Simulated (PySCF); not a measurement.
## Relaxation of quartet MoH3

Computed with PySCF, UPBE0, basis Mo def2-TZVP with ECP28, H def2-TZVP (scalar-relativistic core potentials, no spin–orbit coupling, density fitting). A (50,194) grid was used.

A start displaced from a saddle point along its imaginary mode, of Cs symmetry, held to at least that symmetry:

```xyz
4
charge 0 multiplicity 4, angstrom
Mo   -0.0012    0.0000   -0.0077
H     0.1200    0.0000    1.6574
H     1.7280    0.0000   -0.3982
H    -1.7283    0.0000   -0.5139
```

**Question.** What does it relax to?

**Answer.** It ends at C2v with Mo–H 1.702 Å (×2), Mo–H 1.825 Å; H–Mo–H 80.8°, H–Mo–H 139.6° (×2) (after a last refinement on a finer grid). A frequency run shows 1 imaginary mode, down to 998i cm⁻¹, so it is a saddle point.

**Question.** How much energy is released, and in how many steps?

**Answer.** 5.6 kJ/mol in 22 steps.

Other spin states or occupations of the open shell can lie lower.

The relaxation took 25 s on 2 threads of a shared Arm Neoverse V2 host, with 58 basis functions and 23 gradients; the process peaked at 0.75 GiB. Launch command: `OMP_NUM_THREADS=2 python axn.py task.json out`.
